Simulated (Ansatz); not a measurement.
Si5O14H8, a hydroxylated oxide cluster was relaxed with PBE-D4 (def2-SVP) in Ansatz in these states: charge +1 doublet, neutral singlet. The geometries follow in no particular order.

A:

```csv
atom,x (Å),y (Å),z (Å)
Si1,-0.7176,-0.1834,1.8833
Si2,-0.8587,1.8161,0.5620
Si3,-0.1127,-2.4507,2.4960
Si4,-0.7710,3.4469,-1.2346
Si5,1.1287,-1.1630,-1.5809
O6,0.5595,3.5322,-2.1797
O7,0.8152,0.4052,-2.0391
O8,-1.8355,4.5419,-1.7874
O9,-0.5324,3.4457,0.4860
O10,2.0972,-1.8496,-2.7381
O11,2.0146,-1.1163,-0.1403
O12,-1.2796,1.7771,-1.0830
O13,-0.2024,-2.1093,-1.3341
O14,0.4015,0.7463,0.9811
O15,-1.8862,1.0132,1.6491
O16,-0.1381,-0.8938,3.2682
O17,-0.9988,-1.7050,1.1755
O18,1.3418,-2.9547,1.9489
O19,-0.8084,-3.6737,3.3020
H20,1.1551,2.7553,-2.2023
H21,-0.1363,0.6772,-2.0725
H22,-2.5990,4.8215,-1.2507
H23,1.8603,-2.7330,-3.0857
H24,1.9732,-0.2183,0.2724
H25,-0.7010,-2.0184,-0.4696
H26,1.8016,-2.3844,1.2836
H27,-1.5710,-3.5249,3.8897
```

B:

```xyz
27

Si    1.823    0.526    0.752
Si    1.085   -1.746    0.567
Si    1.688    2.926    0.642
Si   -0.285   -3.656    0.070
Si   -1.905    0.856   -0.891
O    -1.898   -3.464    0.219
O    -1.951   -0.822   -0.761
O     0.030   -5.192   -0.405
O     0.722   -3.145    1.398
O    -3.415    1.317   -1.374
O    -1.552    1.503    0.639
O     0.375   -2.333   -0.850
O    -0.755    1.324   -1.980
O     0.405   -0.315    1.182
O     2.582   -0.949    0.399
O     2.269    1.747    1.792
O     1.585    1.624   -0.515
O     0.223    3.568    0.933
O     2.754    4.132    0.342
H    -2.198   -2.537    0.025
H    -1.180   -1.210   -1.237
H     0.933   -5.512   -0.236
H    -3.526    2.267   -1.546
H    -1.119    0.800    1.179
H     0.146    1.478   -1.606
H    -0.532    2.910    0.858
H     3.697    3.902    0.406
```

Question: Judge from the bond lengths which geometry belongs to which state (an estimate).

Answer: A is the charge +1 doublet (Si2–Si4 2.428 Å, Si5–O7 1.664 Å, Si1–Si3 2.425 Å); B is the neutral singlet (Si2–Si4 2.402 Å, Si5–O7 1.684 Å, Si1–Si3 2.406 Å).
